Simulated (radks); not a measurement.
The numbers below are computed, except where a source is named.
Effect of the nuclear size on the lead ion Pb2+, [Hg]. Code: a radial shooting solver on a logarithmic mesh with Libxc functionals. Model: Dirac Kohn-Sham, LDA (Slater exchange, Perdew-Wang correlation), spin-unpolarised, spherical densities, finite nucleus; Fermi nuclear charge, rms radius 5.5012 fm. The rms radius is varied about that value; shifts are against it.

[
 {"rms radius (fm)": "4.8466", "total energy shift (eV)": "-29.3", "density at nucleus (e/bohr^3)": "2.879e+06", "1s1/2 shift (meV)": "-11700", "2s1/2 shift (meV)": "-1770", "5s1/2 shift (meV)": "-21.4", "5p1/2 shift (meV)": "0.466", "6s1/2 shift (meV)": "-2.45", "6p1/2 (empty) shift (meV)": "0.430", "7s1/2 (empty) shift (meV)": "-0.385"},
 {"rms radius (fm)": "5.0666", "total energy shift (eV)": "-19.7", "density at nucleus (e/bohr^3)": "2.824e+06", "1s1/2 shift (meV)": "-7840", "2s1/2 shift (meV)": "-1190", "5s1/2 shift (meV)": "-14.4", "5p1/2 shift (meV)": "0.313", "6s1/2 shift (meV)": "-1.65", "6p1/2 (empty) shift (meV)": "0.289", "7s1/2 (empty) shift (meV)": "-0.258"},
 {"rms radius (fm)": "5.5012", "total energy shift (eV)": "0", "density at nucleus (e/bohr^3)": "2.725e+06", "1s1/2 shift (meV)": "0.000", "2s1/2 shift (meV)": "0.000", "5s1/2 shift (meV)": "0.000", "5p1/2 shift (meV)": "0.000", "6s1/2 shift (meV)": "0.000", "6p1/2 (empty) shift (meV)": "0.000", "7s1/2 (empty) shift (meV)": "0.000"},
 {"rms radius (fm)": "5.8918", "total energy shift (eV)": "18.5", "density at nucleus (e/bohr^3)": "2.645e+06", "1s1/2 shift (meV)": "7350", "2s1/2 shift (meV)": "1120", "5s1/2 shift (meV)": "13.5", "5p1/2 shift (meV)": "-0.292", "6s1/2 shift (meV)": "1.54", "6p1/2 (empty) shift (meV)": "-0.271", "7s1/2 (empty) shift (meV)": "0.242"},
 {"rms radius (fm)": "6.3759", "total energy shift (eV)": "42.3", "density at nucleus (e/bohr^3)": "2.555e+06", "1s1/2 shift (meV)": "16900", "2s1/2 shift (meV)": "2560", "5s1/2 shift (meV)": "30.9", "5p1/2 shift (meV)": "-0.666", "6s1/2 shift (meV)": "3.54", "6p1/2 (empty) shift (meV)": "-0.620", "7s1/2 (empty) shift (meV)": "0.556"}
]

Slopes of the eigenvalues against <r^2> in GHz/fm^2, as finite differences over the two radii next to the reference (eigenvalue slopes, not the field-shift constants of lines): 1s1/2 406000, 2s1/2 61700, 5s1/2 744, 5p1/2 -16.2, 6s1/2 85.4, 6p1/2 (empty) -15.0, 7s1/2 (empty) 13.4.
